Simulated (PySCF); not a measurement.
**Two-component Hartree-Fock for Sc⁹⁺ (scandium, charge +9)**

Start: [Ne] 3s2. Calculated with PySCF 2.14 in an even-tempered Gaussian basis (19 s from 0.16 bohr⁻², ratio 2.6; 13 p from 0.2 bohr⁻², ratio 2.6; 7 d from 0.21 bohr⁻², ratio 2.8; 4 f from 4.2 bohr⁻², ratio 2.8): generalised Hartree-Fock with the X2C-1e Hamiltonian and a Gaussian nucleus; spin-orbit coupling (SO) screened by Boettger's factors.

| spinor shell | electrons | ε, screened SO (eV) | weight of nominal j (screened SO) | rms radius, screened SO (bohr) |
| --- | --- | --- | --- | --- |
| 1s1/2 | 2 | -4747.9 | 1.000 | 0.0844 |
| 2s1/2 | 2 | -720.05 | 1.000 | 0.366 |
| 2p1/2 | 2 | -626.43 | 1.000 | 0.334 |
| 2p3/2 | 4 | -621.51 | 1.000 | 0.337 |
| 3s1/2 | 2 | -223.09 | 1.000 | 0.994 |

| quantity | screened SO |
| --- | --- |
| E (hartree) | -734.39327 |
| M_J | 0 |
| ⟨J²⟩ | 0.000 |
| ⟨L²⟩ | 0.000 |
| ⟨S²⟩ | 0.000 |
